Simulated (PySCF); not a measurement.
**Polarisability and C₆ of Xe (xenon, neutral)**

[Xe], closed-shell 1S. Computed with PySCF 2.14 in x2c-TZVPPall with one added diffuse shell each of s, p, d, f type (9s7p5d3f, 76 functions), with the spin-free X2C one-electron Hamiltonian (Gaussian nucleus). Coupled (time-dependent) response in atomic units; α is the mean over directions.

```json
{"method": "UHF", "mean α (bohr³)": "25.99", "C₆ (like pair)": "274.9", "S(−4)": "111.8"}
{"method": "PBE", "mean α (bohr³)": "28.06", "C₆ (like pair)": "299.5", "S(−4)": "142.6"}
{"method": "PBE0", "mean α (bohr³)": "27.05", "C₆ (like pair)": "287.4", "S(−4)": "127.1"}
{"method": "B97-3", "mean α (bohr³)": "26.88", "C₆ (like pair)": "284.4", "S(−4)": "126.3"}
{"method": "B3LYP", "mean α (bohr³)": "27.44", "C₆ (like pair)": "291.0", "S(−4)": "134.7"}
```

S(−4) is the Cauchy moment in α(ω) = α(0) + S(−4) ω² + …

Reference α: 27.32 ± 0.2 bohr³ (recommended; Schwerdtfeger and Nagle, table of static dipole polarizabilities (2023 update)). Published C₆: 302.0 (Gould and Bucko (2016)).

α(iu) at PBE0:

```csv
u (hartree),α(iu) (bohr³)
0,27.05
0.0500,26.74
0.100,25.86
0.200,22.96
0.300,19.57
0.500,13.78
0.750,9.145
1.00,6.417
1.50,3.672
2.00,2.428
3.00,1.350
5.00,0.6348
```
